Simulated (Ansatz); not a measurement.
A single point on trimethylaluminium (TMA) (`[CH3][Al]([CH3])[CH3]`).

```yaml
crystal:
  periodic: [false, false, false]
  atoms:
    - {symbol: C, position_ang: [-0.494490, 1.701559, -0.824675]}
    - {symbol: Al, position_ang: [0.041463, -0.007262, -0.031427]}
    - {symbol: C, position_ang: [1.223870, -0.029421, 1.529984]}
    - {symbol: C, position_ang: [-0.684627, -1.684944, -0.734716]}
    - {symbol: H, position_ang: [0.273404, 2.473490, -0.720219]}
    - {symbol: H, position_ang: [-1.390178, 2.083751, -0.319277]}
    - {symbol: H, position_ang: [-0.748790, 1.614263, -1.884805]}
    - {symbol: H, position_ang: [1.930268, 0.805750, 1.534370]}
    - {symbol: H, position_ang: [1.793685, -0.958912, 1.616277]}
    - {symbol: H, position_ang: [0.631301, 0.060371, 2.448976]}
    - {symbol: H, position_ang: [-0.920369, -1.628757, -1.801257]}
    - {symbol: H, position_ang: [-1.622237, -1.930915, -0.220739]}
    - {symbol: H, position_ang: [-0.012801, -2.533670, -0.577693]}
basis:
  gaussian: {orbitals: def2-QZVPP}
correlation: {method: mp2}
```

```sh
$ ansatz run in.yaml --threads 4 --pin off --events-out ev --progress --plain --max-ram 10444MiB
```

Output, abridged:

```
Functional definition: HF
2982 factors; integrals over basis functions are off by at most 9.6e-4 eV
mean field evaluation 1: about -9814.0080 eV, gradient 4.5e1 eV
mean field evaluation 2: about -9814.0633 eV, gradient 4.5e1 eV
mean field evaluation 4: about -9818.9800 eV, gradient 3.0e0 eV
mean field evaluation 8: about -9819.0286 eV, gradient 8.6e-2 eV
mean field -9819.02868534 eV, -360.8426486097 hartree, gradient 7.7e-6 eV, S^2 0.000000; 0 other end points of the search recorded, 0 dependent functions left out
8 core orbitals not correlated: weight in the atoms' cores, before any rotation towards them, 1.000 or more for the frozen orbitals, at most 0.000 for the correlated occupied ones
reference -9819.02868534 eV, -360.8426486097 hartree; 12, 12 occupied and 491, 491 virtual orbitals, 2982 factors
second order -18.04932170 eV of doubles, -0.00000000 eV of singles
Total energy: -9837.07800704 eV, -361.5059489478 hartree
```

Hardware: 4 threads of an Intel Xeon on a shared host. Wall time 21 s, peak host memory 3.1 GiB.
